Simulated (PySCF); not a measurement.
CH₆O₃Si₂, SMILES O=C([SiH2]O)[SiH2]O.

Geometry optimised at ωB97X-D3(BJ)/def2-SVP. The structure was generated by enumeration, and PubChem lists no compound with its InChIKey, so it may never have been made. Other conformers were not sampled.

Computed with PBE/def2-TZVP run with PySCF.

Symmetry labels are those of the subgroup C2v that the program uses (full group C2v).

Computed valence orbital energies around the gap with their symmetry:
| orbital | symmetry | energy (eV) |
|---|---|---|
| HOMO−7 | A1 | -9.78 |
| HOMO−6 | A2 | -9.36 |
| HOMO−5 | B2 | -9.21 |
| HOMO−4 | A1 | -9.16 |
| HOMO−3 | B1 | -8.57 |
| HOMO−2 | B2 | -7.52 |
| HOMO−1 | A2 | -7.44 |
| HOMO | B1 | -5.79 |
| LUMO | B2 | -3.48 |
| LUMO+1 | A1 | -1.54 |
| LUMO+2 | A1 | -0.19 |
| LUMO+3 | B1 | -0.17 |
